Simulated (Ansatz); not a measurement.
C₄H₁₁O₂ (SMILES COCC[OH+]C), charge +1, singlet, geometry from GFN2-xTB; B3LYP/STO-3G (Ansatz, a program for electronic structure).

Input for Ansatz:
Ansatz 0.2 input:
```yaml
crystal:
  periodic: [false, false, false]
  atoms:
    - {symbol: C, position_ang: [-2.15155968, -1.05435310, -0.18700047]}
    - {symbol: O, position_ang: [-1.03706568, -0.60282853, 0.56491278]}
    - {symbol: C, position_ang: [-0.74096859, 0.75977972, 0.44396047]}
    - {symbol: C, position_ang: [0.32326333, 1.03534935, -0.63017207]}
    - {symbol: O, position_ang: [1.64623900, 0.69231972, -0.08650531]}
    - {symbol: C, position_ang: [1.87356508, -0.73366169, 0.08883428]}
    - {symbol: H, position_ang: [-3.06051875, -0.52494889, 0.10758144]}
    - {symbol: H, position_ang: [-2.25908821, -2.11062448, 0.04540578]}
    - {symbol: H, position_ang: [-1.99283928, -0.93152040, -1.26253072]}
    - {symbol: H, position_ang: [-0.35610810, 1.09864137, 1.41167953]}
    - {symbol: H, position_ang: [-1.63596451, 1.34445172, 0.20391310]}
    - {symbol: H, position_ang: [0.35300515, 2.09951916, -0.86576621]}
    - {symbol: H, position_ang: [0.13060297, 0.44812033, -1.53217384]}
    - {symbol: H, position_ang: [2.34477065, 1.05032971, -0.67154185]}
    - {symbol: H, position_ang: [2.80548219, -0.85117473, 0.63889335]}
    - {symbol: H, position_ang: [1.04210989, -1.13125798, 0.67311258]}
    - {symbol: H, position_ang: [1.92936068, -1.25015116, -0.86956641]}
basis:
  gaussian:
    orbitals: STO-3G
hamiltonian:
  xc: b3lyp
total_charge: 1
```

**Question.** Predict the main parts of the log of this Ansatz run.

**Answer.** 
```
Functional definition: B3LYP
592 factors; integrals over basis functions are off by at most 3.9e-5 eV
mean field evaluation 1: about -8305.2589 eV, gradient 2.1e1 eV
mean field evaluation 2: about -8305.3342 eV, gradient 2.3e1 eV
mean field evaluation 4: about -8306.7524 eV, gradient 6.9e-1 eV
mean field evaluation 8: about -8306.6990 eV, gradient 3.3e-2 eV
mean field -8306.69896312 eV, -305.2655564119 hartree, gradient 3.4e-5 eV, S^2 0.000000; 0 other end points of the search recorded, 0 dependent functions left out
reference -8306.69919973 eV, -305.2655651071 hartree; 25, 25 occupied and 16, 16 virtual orbitals, 592 factors
Total energy: -8306.69919973 eV, -305.2655651071 hartree
```
